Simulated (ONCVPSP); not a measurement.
# Potentials for N compared

Generated with ld1.x 7.5 (TM, RRKJ, ultrasoft, PAW), atompaw 4.2 or ONCVPSP 4.0.1. The cutoff is in Ry: for ld1.x and atompaw files where the sum of valence levels is converged to 10 mRy in a Bessel basis, for ONCV files where the hardest occupied wave has 1 mHa per electron of residual kinetic energy. The error is the largest all-electron minus pseudo excitation energy over each file’s own four to seven test configurations (ionisations up to +4, promotions, holes and added fractions of an electron), all of which were solved. The labels leave out finer settings (local radius, basis sizes, second energies), which also bear on the numbers. Spin-polarised tests are not counted. The rows are a selection from randomly drawn settings: files with unsolved tests, undetermined cutoffs or missed reference levels are left out.

A true bound ghost makes a file unfit for plane-wave use even where its test errors are small: the radial tests pick states by their node count and pass the ghost by.

| potential | cutoff (Ry) | largest error (meV) | bound ghosts |
| --- | --- | --- | --- |
| ONCV, Wu-Cohen, scalar-relativistic, rc 1.00/2.35/1.90 (spd), local smoothed, core correction no, reference 2s2 2p3, qcut 7.9/6.8/4.4, projectors 2/2/2 | 55 | +2522 | none |
| ONCV, PBE, fully relativistic, rc 0.75/2.50 (sp), local smoothed, core correction no, reference 2s2 2p3, qcut 8.2/4.6, projectors 2/2 | 59 | +5578 | s, p3/2, p1/2 |
| ONCV, PBE, non-relativistic, rc 1.00/2.60/2.85 (spd), local smoothed, core correction yes, reference 2s1.75 2p3.25, qcut 7.5/5.4/3.2, projectors 1/2/2 | 59 | +1638 | d |

Question: Fill in the row for N: ONCV, LDA (Perdew-Wang 92), scalar-relativistic, rc 1.10/2.05 (sp), local smoothed, core correction yes, reference 2s2 2p1, qcut 6/7.1, projectors 2/2.

Answer: cutoff 83 Ry, largest error +569 meV, bound ghosts: none.

Question: Fill in the row for N: ONCV, PBEsol, scalar-relativistic, rc 1.10/1.40/1.25 (spd), local smoothed, core correction yes, reference 2s2 2p3, qcut 6.4/8.4/6.5, projectors 2/2/3.

Answer: cutoff 66 Ry, largest error +547 meV, bound ghosts: d.

Question: Fill in the row for N: ONCV, PBEsol, scalar-relativistic, rc 0.95/1.65/1.35 (spd), local smoothed, core correction yes, reference 2s2 2p3, qcut 8.1/6.5/6.8, projectors 2/2/2.

Answer: cutoff 56 Ry, largest error +1056 meV, bound ghosts: none.
